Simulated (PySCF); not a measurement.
**Deuteron quadrupole couplings in `CC(C)CC(F)F`**

Compound: C5H10F2.
Geometry (GFN2-xTB, Å), atoms numbered from 1 in this order:
```xyz
17
C5H10F2 angstrom
C     -1.537    1.096   -0.417
C     -0.496    0.222    0.279
C     -0.952   -1.236    0.279
C      0.856    0.400   -0.422
C      1.998   -0.316    0.278
F      2.158    0.135    1.547
F      3.172   -0.062   -0.358
H     -2.499    1.011    0.082
H     -1.657    0.786   -1.452
H     -1.237    2.141   -0.404
H     -0.392    0.557    1.317
H     -1.950   -1.310    0.704
H     -0.291   -1.861    0.873
H     -0.984   -1.626   -0.736
H      0.807    0.023   -1.446
H      1.111    1.462   -0.459
H      1.885   -1.409    0.326
```

Level: PBE0/pcSseg-1 (PySCF, non-relativistic); Q(2H) = 0.00286 b; rigid geometry, the same for H and D, with no vibrational averaging.

Problem. Rank these positions by the coupling χzz of a deuteron there, largest first.
A. H11 (methine hydrogen)
B. H12 (methyl hydrogen)
C. H15 (methylene hydrogen)
D. H17 (methine hydrogen)

Solution. B (212 kHz), C (203 kHz), A (197 kHz), D (181 kHz).

Problem. Give the electric field gradient Vzz (the principal value of largest size), its asymmetry and the 2H coupling at each hydrogen.

Solution. 
| atom | bonded to | bond length (Å) | Vzz (au) | η | χzz (kHz) |
| --- | --- | --- | --- | --- | --- |
| H8 | C1 | 1.087 | 0.3166 | 0.02 | 213 |
| H9 | C1 | 1.088 | 0.3140 | 0.02 | 211 |
| H10 | C1 | 1.087 | 0.3157 | 0.02 | 212 |
| H11 | C2 | 1.095 | 0.2931 | 0.01 | 197 |
| H12 | C3 | 1.087 | 0.3158 | 0.02 | 212 |
| H13 | C3 | 1.087 | 0.3173 | 0.02 | 213 |
| H14 | C3 | 1.088 | 0.3144 | 0.02 | 211 |
| H15 | C4 | 1.092 | 0.3017 | 0.03 | 203 |
| H16 | C4 | 1.093 | 0.2995 | 0.03 | 201 |
| H17 | C5 | 1.100 | 0.2696 | 0.04 | 181 |

Problem. How does χzz go with the bond length over the 10 C–H bonds?

Solution. A straight-line fit has a slope of -22.8 kHz for each 0.01 Å, with a correlation coefficient of -0.99, over lengths from 1.087 to 1.100 Å. The longer bonds have the smaller couplings here.

Problem. Give the 2H NMR doublet splittings at H12 for a magnetic field along the z, y and x axes of the gradient: 3χ/2, 3χ(1 + η)/4, 3χ(1 − η)/4.

Solution. With |χ| = 212.2 kHz and η = 0.020: 318, 162 and 156 kHz, to first order and without motion.

The structure is a single GFN2-xTB conformer in the gas phase; no vibrational or solvent corrections. GFN2-xTB bond lengths can be off by several hundredths of an ångström, more for odd bonds, and the gradients follow them. With so small a basis the couplings can be 20 % off.

The run behind these numbers computed NMR shieldings as well. Rough CPU time on one thread of a shared machine: about 50 s.
